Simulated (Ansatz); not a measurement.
`[SiH3][SiH]1[CH2][AlH]1` + HCl → `Cl[SiH]1[CH2][AlH]1` + SiH₄  (cleavage of the Si–Si bond)

Isolated molecules relaxed with PBE0-D4/def2-TZVP in Ansatz; ΔE leaves out vibrations. CBS: MP2 limit from def2 TZ/QZ plus the TZ coupled-cluster correction, frozen cores. This one scheme is used for every species. Functionals use def2-TZVPP. HSE06 is defined as in plane-wave codes.

`[SiH3][SiH]1[CH2][AlH]1`:

Z-matrix (Å, degrees):
```
Si
Si 1 2.324
H 1 1.488 2 111.5
H 1 1.491 2 113.3 3 122.6
H 1 1.491 2 107.7 3 -118.5
C 2 1.935 1 111.4 3 162.0
Al 2 2.327 1 115.3 3 103.5
H 2 1.491 1 113.4 3 -63.5
H 6 1.089 2 118.8 1 19.3
H 6 1.097 2 111.8 1 147.6
H 7 1.580 2 164.5 1 -78.8
```

HCl:

Z-matrix (Å, degrees):
```
Cl
H 1 1.279
```

`Cl[SiH]1[CH2][AlH]1`:

Z-matrix (Å, degrees):
```
Si
C 1 1.898
Al 1 2.329 2 53.9
Cl 1 2.074 2 110.6 3 103.5
H 1 1.487 2 119.1 3 -132.4
H 2 1.105 1 105.8 3 100.5
H 2 1.089 1 124.0 3 -132.5
H 3 1.580 1 164.4 2 162.8
```

SiH₄:

Z-matrix (Å, degrees):
```
Si
H 1 1.485
H 1 1.485 2 109.5
H 1 1.485 2 109.5 3 -120.0
H 1 1.485 2 109.5 3 120.0
```

```tsv
level	ΔE (kcal/mol)	difference from CCSD(T)/CBS
BLYP-D4	-19.3	0.0
r2SCAN0-D4	-19.1	0.2
ωB97M-V	-21.0	-1.7
r2SCAN	-19.0	0.3
r2SCAN0	-19.4	-0.1
HSE06	-17.7	1.6
MP2/def2-SVP	-18.7	0.6
CCSD(T)/def2-SVP	-17.4	1.9
MP2/def2-TZVPP	-20.6	-1.3
CCSD(T)/def2-TZVPP	-18.5	0.8
CCSD(T)/CBS	-19.3	0
```

Largest T1 diagnostic among the species: 0.014.

From PBE to PBE0 (25 % exact exchange), in def2-TZVPP and without D4, ΔE moves by −0.9 kcal/mol. In def2-TZVPP, CCSD(T) changes the Hartree–Fock value by +5.7 kcal/mol (the triples alone add +0.6 kcal/mol) and MP2 by +3.7 kcal/mol. The D4 term adds +0.9 kcal/mol with B3LYP and +0.5 kcal/mol with PBE0; it sums over pairs of atoms, weighted by their polarisabilities, and B3LYP, whose exchange is more repulsive, gets the larger term.

B3LYP here is the variant with VWN-RPA as its local correlation; programs differ in this.
